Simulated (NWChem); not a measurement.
# CH4MgO; SMILES [CH3][Mg][OH]

```xyz
7

Mg    -0.0296     0.1017    -0.0001
C      0.0219    -1.9915     0.0001
H      0.9348    -2.3786    -0.5002
H     -0.8519    -2.4240    -0.5318
H      0.0139    -2.4022     1.0320
O      0.0571     1.8946     0.0001
H     -0.3298     2.7766     0.0004
```
Atoms are numbered in this order, from 1.

All runs: NWChem. All runs use the structure optimised with PBE-D3(BJ)/def2-SVP.

For level OLYP/def2-SVP:

```
Property                     Result
---------------------------  ------
highest occupied level (eV)   -5.69
orbital gap (eV)               4.43
```

Problem. Estimate the same quantities for level B3LYP/def2-SVP.

Solution. highest occupied level (eV): -6.97
orbital gap (eV): 6.04
